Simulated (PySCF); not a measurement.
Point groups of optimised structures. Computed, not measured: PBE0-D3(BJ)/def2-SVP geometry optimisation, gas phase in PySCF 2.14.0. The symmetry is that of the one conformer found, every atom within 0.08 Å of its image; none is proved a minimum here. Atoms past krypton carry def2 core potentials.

Task: What symmetry has `[SiH3:1][CH2:2][GeH2:3][NH:4][GeH3:5]` with Si1–C2–Ge3–N4 -33°, C2–Ge3–N4–Ge5 -70°?

Result: C1; asymmetric top; symmetry number 1; this conformer is chiral (no improper operation); dipole 0.75 D; A, B, C = 1859, 863.3, 638.4 MHz.

Task: Point group, rotor type and polarity of `[Br][Hg][Br]`?

Result: D∞h; linear; symmetry number 2; dipole forbidden by symmetry (computed 0.00 D).

Task: `[F:1][CH:2]1[CH2:3][CH2:4][CH2:5]1` with F1–C2–C3–C4 -142°, C2–C3–C4–C5 21°, C3–C4–C5–C2 -21°, F1–C2–C5–C4 142°: symmetry, top, dipole?

Result: Cs; asymmetric top; symmetry number 1; 2 operations, which sort the 12 atoms into 9 sets; dipole 1.68 D, in the ac plane, which is the mirror.

Task: What symmetry has `[CH:1]#[C:2][C:3]([CH3:4])=[C:5]=[C:6]([CH3:7])[CH3:8]` with H–C4–C3–C2 -59° (nearest H), H–C7–C6–C5 -1° (nearest H), H–C8–C6–C5 1° (nearest H)?

Result: Cs; near-prolate asymmetric top; symmetry number 1; 2 operations, which sort the 18 atoms into 13 sets; dipole 1.22 D, in the ab plane, which is the mirror; A, B, C = 3182, 1084, 991.2 MHz.

Task: What symmetry has `[Li][K]` (lithium potassium)?

Result: C∞v; linear; symmetry number 1; dipole 3.16 D, along the axis.

Task: Point group, rotor type and polarity of `[CH3:1]/[CH:2]=[C:3](\[CH3:4])[F:5]` with H–C1–C2–C3 -1° (nearest H), H–C4–C3–C2 1° (nearest H)?

Result: Cs; asymmetric top; symmetry number 1; 2 operations, which sort the 12 atoms into 10 sets; dipole 1.65 D, in the ab plane, which is the mirror; heavy atoms equivalent by symmetry: none.

Task: Point group, rotor type and polarity of `[F][Ge]([Cl])([Cl])[Cl]` (GeFCl3)?

Result: C3v; oblate symmetric top; symmetry number 3; 6 operations, which sort the 5 atoms into 3 sets; dipole 0.90 D, along the axis; A, B, C = 1653, 1643, 1187 MHz.
